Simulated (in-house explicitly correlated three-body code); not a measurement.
Computed with an exponentially correlated three-body code. Model: two electrons around a point charge, non-relativistic, variational in 260 exponentially correlated functions (energies converged to about 1e-7 hartree, or 1e-8 relative for large Z).

For two electrons in a singlet the Kohn-Sham orbital is the square root of half the density, so the exact Kohn-Sham potential and energy parts follow from the density alone, and exchange is minus half the Hartree energy. The Kohn-Sham level equals minus the binding energy of the second electron.

Command:
```bash
python run_hyl.py task.json out
```
Settings (lengths in bohr, energies in hartree):
```
Z                      1.16
interaction_strength   1
functions              260
states_tried           13
```

Time taken, with all properties: 65 s on 1 thread of Arm Neoverse N1 (shared host).

**Those bound S and P states to n = 4 that converged, binding against the one-electron ion.**

Given: nuclear charge 1.16.

Computed: one-electron threshold -0.6728 hartree.

```tsv
term	energy (hartree)	binding (eV)	quantum defect
1 1S	-0.772863057	2.7229	0.64234
2 3S	-0.680359842	0.20571	0.69879
2 3P	?	?	?
3 3P	-0.674236224	0.039082	0.014659
3 1P	-0.674226089	0.038806	0.0040703
4 3S	-0.673970221	0.031843	0.69272
```

(1) What belongs in the row 2 3P?

**Electric-dipole lines between converged S and P states, rate of the upper state's decay.**

```json
{"s state": "1 1S", "p state": "3 1P", "p minus s (eV)": "2.684", "oscillator strength from s": "0.0039575", "rate (1/s)": "412380"}
{"s state": "2 3S", "p state": "2 3P", "p minus s (eV)": "0.11749", "oscillator strength from s": "0.82431", "rate (1/s)": "164580"}
{"s state": "2 3S", "p state": "3 3P", "p minus s (eV)": "0.16663", "oscillator strength from s": "0.059782", "rate (1/s)": "24009"}
{"s state": "4 3S", "p state": "2 3P", "p minus s (eV)": "?", "oscillator strength from s": "?", "rate (1/s)": "?"}
{"s state": "4 3S", "p state": "3 3P", "p minus s (eV)": "-0.0072383", "oscillator strength from s": "-0.88302", "rate (1/s)": "2007.5"}
```

(2) What belongs in the row 4 3S 2 3P?

**Functionals on the exact density and self-consistent, errors are functional minus exact, hybrids only self-consistent, a dash where a self-consistent run leaves the top level unbound.**

```csv
result,exchange error (millihartree),correlation error (millihartree),functional driven error (millihartree),self consistent total error (millihartree),top level plus exact binding (eV)
PBEsol,19.952,-2.17,17.782,-,-
PBE0,-,-,-,3.1578,2.3293
B3LYP VWN-RPA,-,-,-,?,?
r2SCAN0,-,-,-,1.9845,2.1883
RPBE,-12.887,6.1312,-6.7556,-,-
AM05,46.338,-30.164,16.174,-,-
revTPSS,-7.1726,1.0013,-6.1713,-,-
BLYP,?,?,?,-,-
SCAN,-8.0386,8.0745,0.035993,-,-
```

(3) What belongs in the row B3LYP VWN-RPA?

(4) What belongs in the row BLYP?

**Density and exact potentials over r, pair density (one pair, times 4 pi r12^2) and exact minus Kohn-Sham pair density over r12.**

```tsv
radius (bohr)	radial density (electrons/bohr)	exchange potential (hartree)	intracule density (1/bohr)	Coulomb hole against Kohn-Sham (1/bohr)	correlation potential (hartree)
0.194	0.16862	-0.82987	0.0040448	-0.007269	-0.06
0.23	0.21851	-0.82368	0.0058063	-0.009936	-0.056
0.274	0.28097	-0.81525	0.0084299	-0.01359	-0.051
0.325	0.35286	-0.80452	0.012129	-0.01825	-0.045
0.387	0.43635	-0.79036	0.017581	-0.02434	-0.037
0.46	0.5257	-0.77255	0.025317	-0.03178	-0.027
0.546	0.61547	-0.75054	0.03616	-0.04042	-0.016
0.649	0.69925	-0.72343	0.051361	-0.04992	-0.004
0.772	0.76681	-0.69089	0.072122	-0.05914	0.009
0.917	0.80735	-0.65329	0.09916	-0.06615	0.022
1.09	0.81333	-0.6105	0.13312	-0.06852	0.033
1.3	0.77957	-0.56244	0.17364	-0.06332	0.041
1.54	0.71117	-0.51312	0.21485	-0.04934	0.044
1.83	?	?	?	?	?
2.17	0.50026	-0.4098	0.27742	-0.0001225	0.036
2.58	0.38217	-0.35904	0.28052	0.02389	0.027
3.07	0.27188	-0.31088	0.25602	0.03745	0.017
3.65	0.1789	-0.26685	0.207	0.03707	0.01
4.34	0.10713	-0.22732	0.14512	0.02616	0.004
5.16	0.057335	-0.1926	0.086334	0.01254	0.001
6.13	0.026897	-0.16273	0.042808	0.002943	0
7.28	?	?	?	?	?
8.66	0.0035138	-0.11545	0.0055565	-0.00128	0
```

(5) What belongs in the row 1.83?

(6) What belongs in the row 7.28?

Results:

(1) energy (hartree): -0.676042208; binding (eV): 0.088225; quantum defect: 0.013061.

(2) p minus s (eV): -0.056382; oscillator strength from s: -0.0096382; rate (1/s): 1329.5.

(3) self consistent total error (millihartree): -10.686; top level plus exact binding (eV): 2.4314.

(4) exchange error (millihartree): -8.9728; correlation error (millihartree): 6.3576; functional driven error (millihartree): -2.6152.

(5) radial density (electrons/bohr): 0.61323; exchange potential (hartree): -0.4612; intracule density (1/bohr): 0.25272; Coulomb hole against Kohn-Sham (1/bohr): -0.02669; correlation potential (hartree): 0.042.

(6) radial density (electrons/bohr): 0.010761; exchange potential (hartree): -0.13725; intracule density (1/bohr): 0.017337; Coulomb hole against Kohn-Sham (1/bohr): -0.0009515; correlation potential (hartree): 0.
